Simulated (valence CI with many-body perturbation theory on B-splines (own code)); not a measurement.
## Tb⁴¹⁺: E2, M1 decay

Level of theory: valence CI with perturbative core correlation (CI+MBPT): six valence electrons over a frozen Dirac-Fock core [Ar], radial functions for each j: 7 s, 7 p, 8 d, 6 f, 4 g, 1 h, with the one-electron correlation potential Σ1, the two-electron term Σ2, the three-electron term Σ3, Breit, model QED; selected CI, second order for the rest, scaled by the run's own slope (own B-spline code, finite nucleus).

The last digits are not significant, and no measured levels were compared; by estimate large intervals hold to a few tenths of a per cent, small ones and those within an open d or f shell to about a per cent. Core correlation moves these levels by up to 9700 cm⁻¹, and in measured spectra 5 to 20 % of such shifts remained as error; rates that hang on mixing are uncertain with them. Among the levels kept, up to 990 cm⁻¹ of a level comes from second order outside the variational space, and about a tenth of that is noise between levels of different J, which matters for small intervals. Only levels of the ground parity were solved; by the run's estimate the other parity begins above the list, which can be wrong where configurations are misplaced.

Lines 1 to 50 of 118 in falling wavelength, among levels below 164.63 eV, chosen from the decays that carry over 1 % of a level's rate. Wavelengths and rates use the calculated energies. Electric multipoles are in the length gauge with retardation, E1 and E2 with the static RPA response of the core. M1 uses the relativistic operator with retardation. S is in atomic units (e²a₀⁴ for E2 and M2, e²a₀⁶ for E3), for M1 in squared Bohr magnetons. Weak lines are less certain than strong ones. Lines between different terms over intervals too small for the method are left out, as are lines whose strength nearly cancels. The highest levels of a list are the least certain.

Levels are named by their leading jj configuration (3d3/2^4 stands for four electrons in 3d with j = 3/2), which in mixed levels can hold well under half, so a name can repeat and another be missing. Letters in brackets count levels of one name in rising energy.

| λ vac (Å) | Upper | Lower | Type | A (s⁻¹) | S (a.u.) |
| --- | --- | --- | --- | --- | --- |
| 2003 | (3d3/2^4 3d5/2^2) J=2 | (3d3/2^4 3d5/2^2) J=4 | E2 | 1.08e-02 | 1.55e-03 |
| 1889 | (3d3/2^3 3d5/2^3) J=5 | (3d3/2^3 3d5/2^3) J=4 [a] | M1 | 1.29e+03 | 3.55e+00 |
| 1196 | (3d3/2^3 3d5/2^3) J=2 [b] | (3d3/2^3 3d5/2^3) J=3 [b] | M1 | 3.64e+03 | 1.16e+00 |
| 1157 | (3d3/2^3 3d5/2^3) J=4 [b] | (3d3/2^3 3d5/2^3) J=3 [b] | M1 | 2.00e+03 | 1.04e+00 |
| 1086 | (3d3/2^3 3d5/2^3) J=2 [b] | (3d3/2^3 3d5/2^3) J=2 [a] | M1 | 1.54e+03 | 3.65e-01 |
| 966.4 | (3d3/2^3 3d5/2^3) J=3 [b] | (3d3/2^3 3d5/2^3) J=4 [a] | M1 | 4.53e+03 | 1.06e+00 |
| 955.6 | (3d3/2^4 3d5/2^2) J=0 | (3d3/2^4 3d5/2^2) J=2 | E2 | 1.41e+00 | 1.00e-03 |
| 831.1 | (3d3/2^3 3d5/2^3) J=3 [c] | (3d3/2^3 3d5/2^3) J=2 [a] | M1 | 4.33e+03 | 6.45e-01 |
| 814.3 | (3d3/2^3 3d5/2^3) J=3 [b] | (3d3/2^3 3d5/2^3) J=3 [a] | M1 | 9.16e+03 | 1.28e+00 |
| 785.0 | (3d3/2^3 3d5/2^3) J=1 [a] | (3d3/2^4 3d5/2^2) J=0 | M1 | 3.05e+04 | 1.64e+00 |
| 730.3 | (3d3/2^3 3d5/2^3) J=4 [b] | (3d3/2^3 3d5/2^3) J=5 | M1 | 4.33e+03 | 5.63e-01 |
| 656.4 | (3d3/2^2 3d5/2^4) J=0 [b] | (3d3/2 3d5/2^5) J=1 | M1 | 4.04e+04 | 4.24e-01 |
| 640.3 | (3d3/2^2 3d5/2^4) J=2 [d] | (3d3/2^2 3d5/2^4) J=2 [c] | M1 | 9.23e+03 | 4.49e-01 |
| 630.3 | (3d3/2^2 3d5/2^4) J=5 | (3d3/2^3 3d5/2^3) J=4 [b] | M1 | 3.40e+04 | 3.47e+00 |
| 624.3 | (3d3/2^2 3d5/2^4) J=3 [a] | (3d3/2^3 3d5/2^3) J=2 [b] | M1 | 1.57e+04 | 9.90e-01 |
| 612.4 | (3d3/2^3 3d5/2^3) J=0 | (3d3/2^3 3d5/2^3) J=1 [a] | M1 | 4.47e+04 | 3.81e-01 |
| 572.8 | (3d3/2^2 3d5/2^4) J=2 [a] | (3d3/2^3 3d5/2^3) J=3 [b] | M1 | 1.24e+04 | 4.34e-01 |
| 571.6 | (3d3/2^3 3d5/2^3) J=2 [b] | (3d3/2^3 3d5/2^3) J=1 [a] | M1 | 8.25e+03 | 2.86e-01 |
| 548.4 | (3d3/2^3 3d5/2^3) J=1 [b] | (3d3/2^3 3d5/2^3) J=1 [a] | M1 | 2.05e+04 | 3.77e-01 |
| 531.4 | (3d3/2^2 3d5/2^4) J=4 [c] | (3d3/2^2 3d5/2^4) J=5 | M1 | 1.30e+04 | 6.52e-01 |
| 526.6 | (3d3/2^3 3d5/2^3) J=4 [b] | (3d3/2^3 3d5/2^3) J=4 [a] | M1 | 1.27e+04 | 6.19e-01 |
| 499.6 | (3d3/2^2 3d5/2^4) J=3 [b] | (3d3/2^3 3d5/2^3) J=4 [b] | M1 | 7.93e+04 | 2.57e+00 |
| 498.6 | (3d3/2^3 3d5/2^3) J=3 [a] | (3d3/2^4 3d5/2^2) J=2 | M1 | 8.81e+04 | 2.83e+00 |
| 492.7 | (3d3/2^2 3d5/2^4) J=3 [b] | (3d3/2^3 3d5/2^3) J=2 [b] | M1 | 1.61e+04 | 4.99e-01 |
| 484.5 | (3d3/2^3 3d5/2^3) J=2 [b] | (3d3/2^3 3d5/2^3) J=3 [a] | M1 | 6.27e+04 | 1.32e+00 |
| 466.2 | (3d3/2^2 3d5/2^4) J=4 [b] | (3d3/2^3 3d5/2^3) J=3 [c] | M1 | 1.84e+04 | 6.23e-01 |
| 464.5 | (3d3/2^2 3d5/2^4) J=4 [c] | (3d3/2^2 3d5/2^4) J=4 [a] | M1 | 1.61e+04 | 5.40e-01 |
| 458.8 | (3d3/2^2 3d5/2^4) J=4 [a] | (3d3/2^3 3d5/2^3) J=3 [b] | M1 | 2.15e+04 | 6.94e-01 |
| 457.6 | (3d3/2 3d5/2^5) J=3 | (3d3/2^2 3d5/2^4) J=4 [c] | M1 | 9.69e+04 | 2.41e+00 |
| 448.1 | (3d3/2^2 3d5/2^4) J=1 | (3d3/2^3 3d5/2^3) J=1 [b] | M1 | 1.05e+05 | 1.05e+00 |
| 433.7 | (3d3/2^2 3d5/2^4) J=1 | (3d3/2^3 3d5/2^3) J=2 [b] | M1 | 7.70e+04 | 6.99e-01 |
| 432.8 | (3d3/2^2 3d5/2^4) J=2 [d] | (3d3/2^2 3d5/2^4) J=2 [b] | M1 | 6.98e+03 | 1.05e-01 |
| 431.0 | (3d3/2^3 3d5/2^3) J=1 [a] | (3d3/2^4 3d5/2^2) J=2 | M1 | 4.16e+05 | 3.71e+00 |
| 430.0 | (3d3/2 3d5/2^5) J=2 | (3d3/2^2 3d5/2^4) J=2 [c] | M1 | 4.10e+04 | 6.05e-01 |
| 415.5 | (3d3/2^2 3d5/2^4) J=2 [b] | (3d3/2^3 3d5/2^3) J=1 [b] | M1 | 1.16e+04 | 1.54e-01 |
| 412.8 | (3d3/2^2 3d5/2^4) J=1 | (3d3/2^3 3d5/2^3) J=0 | M1 | 1.29e+05 | 1.01e+00 |
| 410.2 | (3d3/2^2 3d5/2^4) J=3 [a] | (3d3/2^3 3d5/2^3) J=3 [b] | M1 | 2.81e+04 | 5.03e-01 |
| 407.9 | (3d3/2 3d5/2^5) J=3 | (3d3/2^2 3d5/2^4) J=2 [c] | M1 | 1.64e+05 | 2.89e+00 |
| 403.0 | (3d3/2^2 3d5/2^4) J=2 [b] | (3d3/2^3 3d5/2^3) J=2 [b] | M1 | 3.25e+04 | 3.95e-01 |
| 399.2 | (3d3/2^3 3d5/2^3) J=3 [a] | (3d3/2^4 3d5/2^2) J=4 | M1 | 3.44e+05 | 5.67e+00 |
| 396.4 | (3d3/2^2 3d5/2^4) J=3 [a] | (3d3/2^3 3d5/2^3) J=2 [a] | M1 | 1.07e+05 | 1.73e+00 |
| 376.1 | (3d3/2^2 3d5/2^4) J=2 [a] | (3d3/2^3 3d5/2^3) J=1 [a] | M1 | 2.17e+05 | 2.14e+00 |
| 372.5 | (3d3/2^2 3d5/2^4) J=4 [a] | (3d3/2^3 3d5/2^3) J=5 | M1 | 1.42e+05 | 2.45e+00 |
| 370.6 | (3d3/2^3 3d5/2^3) J=4 [a] | (3d3/2^4 3d5/2^2) J=4 | M1 | 4.24e+05 | 7.20e+00 |
| 349.0 | (3d3/2^2 3d5/2^4) J=3 [b] | (3d3/2^3 3d5/2^3) J=3 [b] | M1 | 2.32e+05 | 2.56e+00 |
| 346.6 | (3d3/2^2 3d5/2^4) J=0 [a] | (3d3/2^3 3d5/2^3) J=1 [a] | M1 | 1.17e+06 | 1.81e+00 |
| 339.3 | (3d3/2^2 3d5/2^4) J=2 [c] | (3d3/2^3 3d5/2^3) J=3 [c] | M1 | 2.39e+05 | 1.73e+00 |
| 339.0 | (3d3/2^2 3d5/2^4) J=3 [b] | (3d3/2^3 3d5/2^3) J=2 [a] | M1 | 1.37e+05 | 1.39e+00 |
| 338.6 | (3d3/2^2 3d5/2^4) J=5 | (3d3/2^3 3d5/2^3) J=6 | M1 | 2.82e+05 | 4.47e+00 |
| 338.3 | (3d3/2^2 3d5/2^4) J=5 | (3d3/2^3 3d5/2^3) J=5 | M1 | 1.39e+05 | 2.20e+00 |
